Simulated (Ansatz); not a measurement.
Mulliken charges of `C[CH](S)[Zn][F]` from B3LYP/def2-TZVPP in Ansatz (PBE0-D4/def2-TZVP geometry).

| atom | x (Å) | y (Å) | z (Å) | charge (e) |
| --- | --- | --- | --- | --- |
| C1 | -0.727 | -0.409 | 1.057 | -0.308 |
| C2 | 0.281 | -0.299 | -0.078 | 0.002 |
| S3 | 1.686 | 0.696 | 0.547 | -0.184 |
| Zn4 | -0.398 | 0.581 | -1.661 | 0.484 |
| F5 | -0.955 | 1.431 | -3.089 | -0.486 |
| H6 | -1.120 | 0.567 | 1.355 | 0.103 |
| H7 | -1.574 | -1.034 | 0.764 | 0.091 |
| H8 | -0.267 | -0.861 | 1.943 | 0.096 |
| H9 | 0.658 | -1.294 | -0.319 | 0.104 |
| H10 | 2.498 | 0.570 | -0.515 | 0.098 |

**Question.** By hand: the dipole of these point charges (1 e Å = 4.8032 D).

**Answer.** Σ q r = (0.215, -0.614, 0.583) e Å, of length 0.874 e Å = 4.20 D.

**Question.** How does the dipole of the full density compare? (Estimate.)

**Answer.** Computed: (0.061, -0.460, 0.319) e Å, 2.70 D; the point charges give 1.56 times that, at 12° from its direction.

Point charges leave out the atoms' own dipoles, such as those of lone pairs, and Mulliken's split depends on the basis, so the two needn't agree.

B3LYP here is the variant with VWN-RPA as its local correlation; programs differ in this.
